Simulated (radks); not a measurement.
Species: the iridium ion Ir16+. Configuration: [Kr] 4d10 4f13 5s2.

All-electron calculation, Dirac Kohn-Sham, PBE, spin-unpolarised, spherical densities, finite nucleus; open shells fill j = l - 1/2 first; Fermi nuclear charge, rms radius 5.4032 fm. Program: a radial shooting solver on a logarithmic mesh with Libxc functionals.

Energy parts (eV):
| part | energy |
|---|---|
| total | -483410.66 |
| kinetic | 550841.15 |
| electron-nucleus | -1191682.10 |
| Hartree | 166582.23 |
| exchange-correlation | -9151.94 |

Orbitals (lengths in bohr, moments of r in powers of bohr; r(90%) holds 90 % of the orbital's charge):
| orbital | occ. | eigenvalue (eV) | <r> | r(90%) |
|---|---|---|---|---|
| 1s1/2 | 2 | -76338.81 | 0.01744 | 0.0318 |
| 2s1/2 | 2 | -13633.91 | 0.07296 | 0.114 |
| 2p1/2 | 2 | -13079.46 | 0.06016 | 0.100 |
| 2p3/2 | 4 | -11451.34 | 0.06847 | 0.111 |
| 3s1/2 | 2 | -3451.932 | 0.1898 | 0.279 |
| 3p1/2 | 2 | -3202.676 | 0.1800 | 0.271 |
| 3p3/2 | 4 | -2845.795 | 0.1952 | 0.292 |
| 3d3/2 | 4 | -2428.487 | 0.1703 | 0.265 |
| 3d5/2 | 6 | -2351.287 | 0.1750 | 0.271 |
| 4s1/2 | 2 | -1000.862 | 0.4212 | 0.604 |
| 4p1/2 | 2 | -895.2142 | 0.4240 | 0.616 |
| 4p3/2 | 4 | -809.6487 | 0.4564 | 0.661 |
| 4d3/2 | 4 | -635.7561 | 0.4646 | 0.692 |
| 4d5/2 | 6 | -619.6233 | 0.4750 | 0.707 |
| 4f5/2 | 6 | -396.6926 | 0.4949 | 0.782 |
| 4f7/2 | 7 | -393.2306 | 0.5003 | 0.790 |
| 5s1/2 | 2 | -399.8203 | 0.8793 | 1.23 |
| 5p1/2 | 0 | -361.0248 | 0.9178 | 1.29 |
| 5p3/2 | 0 | -340.2421 | 0.9718 | 1.37 |
| 6s1/2 | 0 | -219.2867 | 1.535 | 2.12 |

The highest occupied level is 4f7/2 at -393.23 eV. The electron density at the nucleus is 1.822e+06 e/bohr^3. For comparison, the ionisation energy in NIST's Atomic Spectra Database is 407 eV (theoretical). In exact Kohn-Sham theory the highest level is minus the ionisation energy, but local and semilocal functionals leave it too shallow, through self-interaction and a potential that decays too fast; potentials with the right tail come closer. Summed over all electrons, <r^2> = 10.59 bohr^2, which gives a Langevin (diamagnetic) susceptibility term of -8.39 x 10^-6 cm^3/mol.

Beside tabulated values, note that spin-unpolarised runs miss the spin-polarisation part of the exchange energy of open shells.
